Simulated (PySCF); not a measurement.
GaF2, SMILES [F][Ga+][F], charge +1. The structure is a stationary point at B3LYP-D3(BJ)/def2-TZVP. The spin state was assumed, not searched. The isomer is the one that the SMILES or the coordinates give; other isomers of the formula were not compared.

TDDFT-PBE0/def2-SVPD in PySCF puts the lowest singlet excitations at 6.33, 6.33, 6.93, 6.93, 8.63, 9.36 eV.

**Question.** What are the lowest excitation roots from ADC(2)/aug-cc-pVDZ run with PySCF? (Estimate from the structure and the level; the computed values follow.)

**Answer.** 6.64, 6.64, 7.27, 7.27, 8.73, 9.40 eV. S1 differs by 0.31 eV (second minus first; roots are paired by order, and the bases may differ).
